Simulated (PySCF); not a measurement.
Species: C8H10N2Si.
Structure used (PBE0-D3(BJ)/def2-SVP), in Å, numbered top down from 1:
```
atom  x, y, z in Å
C1     2.9392   -1.1525    1.4368
C2     2.5806   -0.3308    0.6238
C3     2.1358    0.6438   -0.3662
C4     0.6933    0.4537   -0.7915
C5     0.3947    0.1548   -2.0661
C6    -0.3007    0.6361    0.2598
C7    -0.2522    1.4192    1.3970
N8    -1.4127    1.3258    2.1048
C9    -2.1562    0.4880    1.4331
N10   -1.5487    0.0194    0.2931
Si11  -2.2019   -1.3144   -0.6965
H12    3.2573   -1.8719    2.1684
H13    2.2608    1.6602    0.0479
H14    2.7863    0.5941   -1.2533
H15    1.1828   -0.0088   -2.8048
H16   -0.6352    0.0937   -2.4254
H17    0.5692    2.0533    1.7287
H18   -3.1552    0.1593    1.7235
H19   -3.3395   -1.8366    0.1091
H20   -1.1537   -2.3477   -0.8951
H21   -2.7082   -0.8233   -2.0081
```

Computed at PBE0/pcSseg-1 (PySCF, non-relativistic), with Q(14N) = 0.02044 b: N8, 14N (I = 1): χzz = -4.625 MHz, η = 0.144; N10, 14N (I = 1): χzz = -2.071 MHz, η = 0.645.

Question: Where would the pure quadrupole (NQR) lines of 14N at N8 fall for the rigid, isolated species?

Answer: From ν± = (3/4)|χ|(1 ± η/3) and ν0 = |χ|η/2: ν+ 3.635 MHz, ν− 3.303 MHz, ν0 0.332 MHz (pyridine-type nitrogen).

Question: Find the zero-field quadrupole resonance frequencies of 14N at N10.

Answer: From ν± = (3/4)|χ|(1 ± η/3) and ν0 = |χ|η/2: ν+ 1.887 MHz, ν− 1.219 MHz, ν0 0.668 MHz (pyrrole-type nitrogen).

In a crystal, neighbours and librations shift these lines. With so small a basis the couplings can be 20 % off.

One conformer stands for the species.
